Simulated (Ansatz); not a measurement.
C$_{3}$H$_{7}$AlO, SMILES `C=CC[O][AlH2]`, relaxed with RKS PBE0-D4/def2-TZVP in Ansatz from a PBE-D4/def2-SVP geometry. The force threshold is 0.005 eV/Å; the program also tests the step.

Charge 0, multiplicity 1.

Start:

```xyz
12

C    -1.392    1.323   -0.828
C    -0.902    0.818    0.318
C     0.560    0.592    0.595
O     0.811   -0.754    0.950
Al    1.119   -2.170    0.016
H    -2.472    1.469   -0.983
H    -0.724    1.611   -1.658
H    -1.587    0.523    1.133
H     1.158    0.913   -0.292
H     0.877    1.236    1.449
H     1.368   -2.041   -1.558
H     1.184   -3.519    0.858
```

```csv
step,energy (eV),largest force (eV/Å),largest move (Å)
1,-11862.0901,0.612,0.000
2,-11862.1436,0.386,0.029
3,-11862.1460,0.212,0.046
4,-11862.1483,0.118,0.058
5,-11862.1521,0.020,0.019
6,-11862.1526,0.017,0.015
7,-11862.1530,0.019,0.036
8,-11862.1537,0.052,0.121
9 (rejected),-11862.1534,0.065,0.036
10,-11862.1541,0.046,0.018
11,-11862.1543,0.020,0.021
12,-11862.1544,0.040,0.042
13,-11862.1544,0.022,0.015
14,-11862.1545,0.022,0.002
15,-11862.1545,0.022,0.008
16,-11862.1545,0.016,0.016
17,-11862.1545,0.013,0.003
18,-11862.1545,0.007,0.004
19,-11862.1546,0.005,0.004
20,-11862.1546,0.007,0.005
21,-11862.1546,0.006,0.003
22,-11862.1546,0.003,0.002
```

End:

```xyz
12

C    -1.431    1.375   -0.785
C    -0.931    0.847    0.322
C     0.515    0.535    0.524
O     0.688   -0.804    0.911
Al    1.191   -2.173    0.056
H    -2.487    1.597   -0.886
H    -0.795    1.610   -1.634
H    -1.582    0.606    1.160
H     1.071    0.770   -0.395
H     0.920    1.173    1.321
H     1.709   -1.994   -1.431
H     1.131   -3.541    0.838
```

Hardware: 4 threads of an Arm Neoverse V2 on a shared host. Wall time 56 s, peak host memory 0.51 GiB.
